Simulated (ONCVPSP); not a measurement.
lutetium: ONCV pseudisation with PBE, scalar-relativistic reference atom.

| Item | Value |
| --- | --- |
| Element | lutetium (Lu) |
| Generator | ONCVPSP 4.0.1 |
| Type | optimised norm-conserving Vanderbilt (ONCV) |
| Functional | PBE |
| Relativity | scalar-relativistic |
| Frozen core | [Kr] 4d10 |
| Valence charge | 25 |
| Reference configuration | 4f14 5s2 5p6 5d1 6s2 |
| Partial waves | 5s+6s: rc 2.10 bohr, ncon 5, nbas 9, qcut 7.4 1/bohr, 2 projectors; 5p: rc 2.20 bohr, ncon 4, nbas 6, qcut 5.9 1/bohr, 2 projectors, debl 3.1 Ha; 5d: rc 1.95 bohr, ncon 5, nbas 8, qcut 5.8 1/bohr, 2 projectors, debl 1.5 Ha; 4f: rc 0.55 bohr, ncon 4, nbas 7, qcut 22.6 1/bohr, 2 projectors, debl 0.5 Ha |
| Local potential | polynomial inside 0.50 bohr (lpopt 5, dvloc0 0 Ha) |
| Core correction | Teter function fitted to the true core (icmod 2), fcfact 0.35 |

All-electron outer shells of the reference configuration (PBE, scalar-relativistic, ld1.x):

| shell | level (eV) | outermost node (bohr) | outermost maximum (bohr) |
| --- | --- | --- | --- |
| 4d | -191.92 | 0.23 | 0.48 |
| 5s | -61.06 | 0.57 | 1.04 |
| 5p | -31.66 | 0.61 | 1.19 |
| 4f | -9.62 | – | 0.47 |
| 6s | -4.66 | 1.41 | 3.08 |
| 5d | -1.75 | 0.68 | 1.84 |

Q: Does the generator finish with these settings?

A: No. ONCVPSP 4.0.1 stopped with "test_data: must have ncon+3 <= nbas <= ncon+5, l= 1": the input breaks a rule of the program on the basis size: nbas must lie between ncon + 3 and ncon + 5.
